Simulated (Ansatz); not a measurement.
The cluster B8N⁺, relaxed as a singlet with RKS PBE0-D4/def2-SVP in Ansatz, starting from the GFN1-xTB geometry. Force threshold 0.02 eV/Å.

The restricted singlet is unstable towards broken spin symmetry in Hartree–Fock (as tested in another run); at PBE0-D4/def2-SVP this wasn't settled. Another isomer (singlet) lies 0.52 eV lower at PBE0-D4/def2-TZVP; other spin states weren't run for this one.

Start:

```tsv
atom	x (Å)	y (Å)	z (Å)
N1	0.333	0.907	-1.263
B2	2.040	0.129	0.536
B3	1.068	-0.663	1.377
B4	-0.996	0.753	-1.504
B5	-1.593	-0.767	0.605
B6	-0.026	-0.068	0.091
B7	-2.006	-0.031	-0.648
B8	-0.409	-1.117	1.548
B9	1.589	0.857	-0.743
```

Problem. Estimate the energy that the relaxation releases and the steps that it takes.

Solution. 0.14 eV, in 6 steps; 9.5 s on 4 threads of Arm Neoverse V2 on a shared host. No frequencies were taken in this run, so the end may be a saddle point.

Problem. Does the start keep its bonding and symmetry?

Solution. By distances, no bond broke or formed. The bond that changes most is B3–B6, from 1.79 to 1.89 Å (atoms count from 1). Point group C2v at the start, C2v at the end, both within 0.05 Å.

Problem. Predict the relaxed structure.

Solution. 
```xyz
9

N     0.335    0.906   -1.265
B     2.068    0.125    0.547
B     1.109   -0.679    1.421
B    -0.979    0.738   -1.468
B    -1.648   -0.788    0.618
B    -0.016   -0.033    0.047
B    -2.038   -0.038   -0.654
B    -0.390   -1.069    1.478
B     1.559    0.838   -0.725
```
Bond lengths: 11 × B–B 1.53 to 1.96 Å; 3 × B–N 1.34 to 1.65 Å.
